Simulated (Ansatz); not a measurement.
`[OH][Al]([Br])[O][SiH3]` + H–F → `[OH][Al]([F])[O][SiH3]` + HBr  (ligand exchange at the Al–Br bond)

Calculated with Ansatz (gas phase, PBE0-D4/def2-TZVP geometries, no zero-point term in ΔE). CCSD(T)/CBS is the MP2 limit (def2-TZVPP, def2-QZVPP) plus CCSD(T) − MP2 in def2-TZVPP, frozen cores. This one scheme is used for every species. DFT in def2-TZVPP. For Br outer-core shells are correlated without core-valence functions, which leaves a few kJ/mol of doubt a bond. Scalar relativity is left out up to krypton. Each species was taken in one conformer, which may not be the lowest.

Problem. Is it downhill or uphill in electronic energy at CCSD(T)/CBS, and by how much? (An estimate is asked.)

Solution. Ansatz gave: Downhill: ΔE = -4.2 kcal/mol.

Problem. What do these levels give: revPBE-D4, B97M-V, r2SCANh-D4, BHLYP-D4, PBE-QIDH, revPBE, BLYP, RPA@PBE/def2-TZVPP, SCS-MP2/def2-TZVPP, CCSD(T)/def2-TZVPP, HF/def2-QZVPP, MP2/CBS(def2)? (An estimate is asked.)

Solution. The calculation gave: revPBE-D4 -3.9, B97M-V -6.4, r2SCANh-D4 -4.7, BHLYP-D4 -5.0, PBE-QIDH -3.5, revPBE -5.1, BLYP -8.5, RPA@PBE/def2-TZVPP -6.1, SCS-MP2/def2-TZVPP -5.5, CCSD(T)/def2-TZVPP -5.1, HF/def2-QZVPP -6.5, MP2/CBS(def2) -3.2 kcal/mol.

Largest T1 diagnostic among the species: 0.012.

At CCSD(T), def2-SVP lies −3.0 kcal/mol from the extrapolated value and def2-TZVPP −0.9 kcal/mol. From PBE to PBE0 (25 % exact exchange), in def2-TZVPP and without D4, ΔE moves by +1.0 kcal/mol. The D4 term adds +1.4 kcal/mol with B3LYP and +0.8 kcal/mol with PBE0; it sums over pairs of atoms, weighted by their polarisabilities, and B3LYP, whose exchange is more repulsive, gets the larger term.

B3LYP here is the variant with VWN-RPA as its local correlation; programs differ in this.
